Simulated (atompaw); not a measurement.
## Reading a pseudo-wave (Lu)

Columns: radius, all-electron u(r) and pseudo u(r) of the 5p shell (level -38.38 eV) of lutetium in the configuration [Kr] 4d10 4f14 5s2 5p6 5d1 6s1 6p0; PBE, scalar-relativistic, PAW (atompaw) scheme, atompaw 4.2.0.5.

| r (bohr) | all-electron | pseudo |
| --- | --- | --- |
| 0.115 | 0.2230 | 0.0169 |
| 0.231 | 0.0634 | 0.0669 |
| 0.346 | -0.4328 | 0.1446 |
| 0.462 | -0.4297 | 0.2448 |
| 0.577 | -0.1091 | 0.3574 |
| 0.692 | 0.2707 | 0.4739 |
| 0.808 | 0.5878 | 0.5860 |
| 0.923 | 0.8025 | 0.6834 |
| 1.038 | 0.9245 | 0.7602 |
| 1.154 | 0.9728 | 0.8123 |
| 1.269 | 0.9675 | 0.8366 |
| 1.385 | 0.9263 | 0.8339 |
| 1.500 | 0.8640 | 0.8069 |
| 1.615 | 0.7903 | 0.7604 |
| 1.731 | 0.7116 | 0.6992 |
| 1.846 | 0.6341 | 0.6306 |
| 1.962 | 0.5594 | 0.5591 |
| 2.077 | 0.4905 | 0.4907 |
| 2.192 | 0.4275 | 0.4275 |
| 2.308 | 0.3704 | 0.3704 |
| 2.423 | 0.3201 | 0.3201 |
| 2.538 | 0.2757 | 0.2757 |
| 2.654 | 0.2364 | 0.2364 |
| 2.769 | 0.2026 | 0.2026 |
| 2.885 | 0.1729 | 0.1729 |
| 3.000 | 0.1475 | 0.1475 |

(1) How many radial nodes do the two functions have?

(2) At about which radius was the pseudo-wave matched?

(3) Is the pseudo-wave norm-conserving?

Results:

(1) The all-electron 5p function has n − l − 1 = 3 (the table is too coarse to show those close to the nucleus); the pseudo-wave has 0, since the states of the same l below it are removed with the core.

(2) 2.25 bohr. The columns agree to 0.0005 from 1.96 bohr on; several derivatives are matched, so the curves merge somewhat inside the radius.

(3) No, it belongs to a PAW set: the norm inside the radius is not constrained, and the difference is carried by the augmentation charge.
